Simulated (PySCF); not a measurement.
The third ionisation energy along the halogens

All values are computed (PySCF 2.14, energy differences of UHF-based or UKS calculations, no spin-orbit coupling). Values in eV. The last column holds reference values (NIST; (s) semi-empirical, (t) theoretical, else measured). Unmarked ones compare directly (S terms, centres of terms, or small fine structure); those marked * lie between the lowest fine-structure levels and include a spin-orbit shift.

| element | configurations | UHF | LDA | PBE | r2SCAN | MP2 (valence) | SCS-MP2 (valence) | reference |
| --- | --- | --- | --- | --- | --- | --- | --- | --- |
| F (aug-cc-pV5Z, non-relativistic) | [He] 2s2 2p3 → [He] 2s2 2p2 | 62.256 | 63.186 | 62.855 | 63.167 | 62.917 | 62.639 | 62.708 (s) * |
| Cl (aug-cc-pV(5+d)Z, non-relativistic) | [Ne] 3s2 3p3 → [Ne] 3s2 3p2 | 38.960 | 39.665 | 39.577 | 39.833 | 39.682 | 39.479 | 39.8 ± 0.11 (s) * |
| Br (aug-cc-pV5Z-PP with ECP10MDF, ECP) | [Ar] 3d10 4s2 4p3 → [Ar] 3d10 4s2 4p2 | 34.632 | 35.183 | 35.014 | 35.395 | 35.227 | 35.066 | 34.871 ± 0.019 * |
| I (aug-cc-pV5Z-PP with ECP28MDF, ECP) | [Kr] 4d10 5s2 5p3 → [Kr] 4d10 5s2 5p2 | 29.849 | 30.476 | 30.273 | 30.568 | 30.352 | 30.221 | 29.57 ± 0.025 * |

"Valence" correlates the outer s and p shells and, in groups 3 to 12 and the f block, the outer d or f shell, open or full, or the next shell where the ion has no valence electron left; the wider scheme adds the next inner shell.
